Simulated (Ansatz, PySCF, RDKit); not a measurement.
Noncovalent pair: H2S (SMILES S) (first 3 atoms) with AsH3 (SMILES [AsH3]); geometry from B3LYP-D3(BJ)/def2-TZVP, rigid monomers moved along the line of their centres of mass till S1···As4 is 3.40 Å.
(charge 0, multiplicity 1):
```xyz
7

S      0.59243     0.25364    -0.78131
H     -0.37095     1.06903    -0.32431
H     -0.25053    -0.78790    -0.86331
As    -0.22125    -0.25357     2.47949
H      0.33383    -1.60568     2.05080
H     -0.24429    -0.66130     3.95163
H      1.17164     0.34884     2.60047
```

Interaction energies are E(AB) − E(A) − E(B) at the monomers' geometry in the complex; basis-set methods are counterpoise corrected. Rows marked so take none. RDKit's UFF carries no charges.

Correlated levels freeze the cores. Filled d and f shells under p-block atoms count as core. Rows in 3-21G, LANL2DZ, STO-3G carry no dispersion term and start afresh at each structure; the Pople sets are all-electron and without relativity. LANL2DZ brings its own core potentials from Na on.

Codes used: Ansatz (Gaussian basis) for Hartree–Fock, density functionals and correlated methods; PySCF for 3-21G rows, LANL2DZ rows, STO-3G rows; RDKit for the force fields. Each number belongs to the level named beside it.

| level | interaction energy (kcal/mol) |
|---|---|
| UFF | 0.70 |
| HF/STO-3G (no counterpoise) | 1.54 |
| HF/3-21G (no counterpoise) | 1.20 |
| B3LYP/3-21G (no counterpoise) | -0.49 |
| B3LYP/LANL2DZ (no counterpoise) | 1.30 |
| PBE0/def2-TZVPPD | 0.55 |
| CCSD/def2-SVPD | 1.40 |
| CCSD/def2-TZVPPD | (withheld) |
| CCSD(T)/def2-SVPD | (withheld) |

Q: Complete the blanks.

A: 
- CCSD/def2-TZVPPD, interaction energy (kcal/mol): 0.93
- CCSD(T)/def2-SVPD, interaction energy (kcal/mol): 1.09

Ansatz is an electronic-structure program.
